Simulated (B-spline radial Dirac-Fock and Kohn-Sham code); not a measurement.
# Binding energies of Hf⁵⁺ at several levels of theory

System: the Hf⁵⁺ ion, configuration [Xe] 4f13.

The density-functional columns are spherical, spin-unpolarised Dirac-Kohn-Sham results without Breit or QED terms: −ε is minus the orbital energy of the initial state and ΔSCF the difference of two total energies. The reference in the last column comes from Dirac-Fock (average of configuration) total-energy differences with a finite nucleus, the Breit interaction including its frequency dependence, and self-energy and vacuum-polarisation corrections. All numbers are from a B-spline atomic structure program, in eV; a selection of levels is shown. For the 1s level of heavy atoms much of the gap between ΔSCF and the reference is the Breit and QED part, -318.7 eV here; for other levels the error of the functional can be larger.

| level | PBE −ε | PBE ΔSCF | LDA −ε | LDA ΔSCF | Dirac-Fock |
| --- | --- | --- | --- | --- | --- |
| 1s | 65244.2 | 65782.1 | 65188.4 | 65724.5 | 65417.8 |
| 2s | 11206.7 | 11305.8 | 11198.8 | 11298.2 | 11356.8 |
| 2p1/2 | 10708.1 | 10835.1 | 10704.5 | 10831.7 | 10817.2 |
| 2p3/2 | 9516.3 | 9626.8 | 9514.1 | 9624.7 | 9638.9 |
| 3s | 2605.5 | 2635.4 | 2603.3 | 2633.3 | 2685.0 |
| 3p1/2 | 2384.0 | 2416.0 | 2383.1 | 2415.3 | 2447.9 |
| 3p3/2 | 2128.6 | 2158.0 | 2128.1 | 2157.6 | 2192.0 |
| 3d3/2 | 1753.0 | 1788.0 | 1753.2 | 1788.3 | 1795.7 |
| 3d5/2 | 1697.3 | 1731.3 | 1697.5 | 1731.6 | 1741.1 |
| 4s | 577.9 | 592.9 | 576.9 | 591.9 | 620.4 |
| 4p1/2 | 487.0 | 501.9 | 486.6 | 501.5 | 522.6 |
| 4p3/2 | 428.3 | 442.8 | 427.8 | 442.2 | 463.9 |
| 4d3/2 | 278.7 | 292.9 | 278.8 | 292.9 | 302.6 |
| 4d5/2 | 267.9 | 281.9 | 267.9 | 281.9 | 291.9 |
| 4f | 81.66 | 94.46 | 82.06 | 94.87 | 91.03 |
| 5s | 127.2 | 136.6 | 127.5 | 137.0 | 139.6 |
| 5p1/2 | 100.2 | 109.0 | 100.6 | 109.4 | 107.3 |
| 5p3/2 | 91.26 | 99.63 | 91.58 | 99.98 | 98.27 |

Task: Order the estimates of the K (1s) level by their distance from the Dirac-Fock value, nearest first.
A. LDA ΔSCF
B. PBE −ε
C. LDA −ε
D. PBE ΔSCF

Result: B (173.6 eV), C (229.4 eV), A (306.8 eV), D (364.3 eV).

An eigenvalue near the reference for a deep level is a cancellation of errors: it lacks relaxation, carries self-interaction and omits Breit and QED terms.

Values without a named source are computed, but for edge energies of neutral atoms, which are taken from tables.
